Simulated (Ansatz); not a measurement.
Geometry optimisation, RKS PBE0/def2-SVP (Ansatz 0.2.0).

input.yaml

```yaml
crystal:
  periodic: [false, false, false]
  atoms:
    - { symbol: Sn, position_ang: [0.347799, 0.230707, -0.446038] }
    - { symbol: Cl, position_ang: [-1.125489, 0.363941, 2.848426] }
    - { symbol: O, position_ang: [1.610231, -0.122818, -1.899913] }
    - { symbol: H, position_ang: [2.139879, -0.909634, -1.720553] }
    - { symbol: H, position_ang: [-0.83289, 1.331697, -0.964096] }
    - { symbol: O, position_ang: [-0.133831, -1.537928, 0.251207] }
    - { symbol: H, position_ang: [-0.592892, -1.459489, 1.098718] }
    - { symbol: F, position_ang: [1.340546, 1.070394, 0.953784] }
    - { symbol: H, position_ang: [0.114647, 0.81583, 2.655865] }
basis:
  gaussian: { orbitals: def2-SVP }
hamiltonian:
  xc: pbe0
relax:
  f_tol: 0.03
  max_steps: 50
output:
  orbitals: {}
```

Launched with:

```bash
$ ansatz run input.yaml --threads 2 --pin off --max-ram 3072MiB --backend cpu --events-out ev --progress --plain --runs-dir out
```

Problem. Where does it end, and by what steps?

Solution. It converged. After 6 steps the energy has fallen by 0.119 eV; H9 moved furthest, 0.32 Å.

```csv
step,energy less start (eV),largest force component (eV/Å),accepted
0,0.0000,1.073,yes
1,-0.0862,0.600,yes
2,-0.0893,0.398,yes
3,-0.1149,0.166,yes
4,-0.1123,0.218,no
5,-0.1184,0.081,yes
6,-0.1192,0.010,yes
```

```xyz
9
Properties=species:S:1:pos:R:3
Sn 0.289 0.215 -0.454
Cl -0.949 0.347 2.883
O 1.639 -0.100 -1.832
H 2.185 -0.870 -1.628
H -0.859 1.341 -0.979
O -0.221 -1.542 0.245
H -0.621 -1.441 1.123
F 1.231 1.050 1.074
H 0.174 0.783 2.346
```

Whether the end is a true minimum wasn't checked by a vibrational analysis.

The run took 21 s on 2 threads of Intel(R) Xeon(R) Platinum 8488C (Sapphire Rapids), on a shared host, peak memory 0.27 GiB.
